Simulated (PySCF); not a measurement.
BiI2, SMILES [Bi]([I])[I], multiplicity 2. Atoms are numbered in the order given.

```xyz
3

Bi     0.0000     0.0000     1.0048
I      0.0000     2.1986    -0.7868
I      0.0000    -2.1986    -0.7868
```
Charge 0, spin multiplicity 2.

Geometry optimised at B3LYP-D3(BJ)/def2-SVP. The multiplicity is an assumed one; other spin states were not compared. The isomer is the one that the SMILES or the coordinates give; other isomers of the formula were not compared. The def2 effective core potentials stand for the cores of Bi, I; spin–orbit coupling is left out.

Level of theory: PySCF with PBE0/def2-TZVPD.

Mulliken values depend strongly on the basis, most of all with diffuse functions as here. ESP charges are fitted to the potential on shells at 1.4 to 2.0 van der Waals radii. Atomic charges (e):

```csv
atom,Mulliken,ESP fit,Mulliken spin
Bi1,0.41,?,0.97
I2,-0.21,?,0.01
I3,-0.21,?,0.01
```

Problem. Some entries are withheld; supply them. (The exact figures need the calculation; the answer reports its results.)

Solution. 
- Bi1, ESP fit: 0.33
- I2, ESP fit: -0.17
- I3, ESP fit: -0.17
